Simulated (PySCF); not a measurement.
## Steps of a relaxation of [Bi(SH)4]+

[Bi(SH)4]+ (singlet). PySCF 2.14.0, RKS TPSS, Bi def2-SVP with ECP60, S def2-SVP, H def2-SVP; non-relativistic Hamiltonian with scalar-relativistic core potentials where named; density fitting; no spin-orbit coupling. Origin of the start: template. Columns: position (Å) and force (eV/Å). Energies are counted from the last step; some of the 8 steps are shown. Forces carry noise of the integration grid, about 0.01 to 0.03 eV/Å.

Run from Python with OMP_NUM_THREADS=2. Where DIIS fails, smearing, a level shift and second-order steps follow.
It took 46 s on 2 threads of Arm Neoverse V2 (shared host), from the converged density of the start.

```xyz
9
step 0  E = 0.316 eV
Bi    0.0000    0.0000    0.0000     0.00    0.00    0.00
S     1.4809    1.4809    1.4809    -0.61    0.60   -0.17
H     2.5907    0.7522    1.6714     0.33   -0.60   -0.13
S    -1.4809   -1.4809    1.4809     0.61   -0.60   -0.17
H    -2.5907   -0.7522    1.6714    -0.33    0.60   -0.13
S     1.4809   -1.4809   -1.4809     0.60    0.61    0.17
H     0.7522   -2.5907   -1.6714    -0.60   -0.33    0.13
S    -1.4809    1.4809   -1.4809    -0.60   -0.61    0.17
H    -0.7522    2.5907   -1.6714     0.60    0.33    0.13
```

```xyz
9
step 2  E = 0.045 eV
Bi    0.0000    0.0000    0.0000     0.00    0.00    0.00
S     1.4496    1.5658    1.3812     0.32   -0.33   -0.03
H     2.4720    0.6518    1.5749    -0.42    0.28   -0.11
S    -1.4496   -1.5658    1.3812    -0.32    0.33   -0.03
H    -2.4720   -0.6518    1.5749     0.42   -0.28   -0.11
S     1.5658   -1.4496   -1.3812    -0.33   -0.32    0.03
H     0.6518   -2.4720   -1.5749     0.28    0.42    0.11
S    -1.5658    1.4496   -1.3812     0.33    0.32    0.03
H    -0.6518    2.4720   -1.5749    -0.28   -0.42    0.11
```

```xyz
9
step 5  E = 0.000 eV
Bi    0.0000    0.0000    0.0000     0.00    0.00    0.00
S     1.4619    1.5780    1.3169     0.02    0.00    0.00
H     2.4435    0.6448    1.4697     0.00    0.01    0.00
S    -1.4619   -1.5780    1.3169    -0.02    0.00    0.00
H    -2.4435   -0.6448    1.4697     0.00   -0.01    0.00
S     1.5780   -1.4618   -1.3169     0.01   -0.02    0.00
H     0.6449   -2.4435   -1.4696     0.00    0.00   -0.01
S    -1.5780    1.4618   -1.3169    -0.01    0.02    0.00
H    -0.6449    2.4435   -1.4696     0.00    0.00   -0.01
```

Task: Where does the relaxation end?

Result: It converges at step 7 in S4:
```xyz
9
step 7  E = 0
Bi    0.0000    0.0000    0.0000
S     1.4696    1.5838    1.3060
H     2.4437    0.6464    1.4783
S    -1.4696   -1.5838    1.3060
H    -2.4437   -0.6464    1.4783
S     1.5838   -1.4695   -1.3060
H     0.6465   -2.4437   -1.4782
S    -1.5838    1.4695   -1.3060
H    -0.6465    2.4437   -1.4782
```

Task: How did the contacts change?

Result: 
```json
{"contact": "Bi1–S2 (SH)", "start (Å)": "2.565", "end (Å)": "2.525"}
{"contact": "Bi1–S4 (SH)", "start (Å)": "2.565", "end (Å)": "2.525"}
{"contact": "Bi1–S6 (SH)", "start (Å)": "2.565", "end (Å)": "2.525"}
{"contact": "Bi1–S8 (SH)", "start (Å)": "2.565", "end (Å)": "2.525"}
```


No frequency check is given that shows the relaxed geometry to be a minimum.
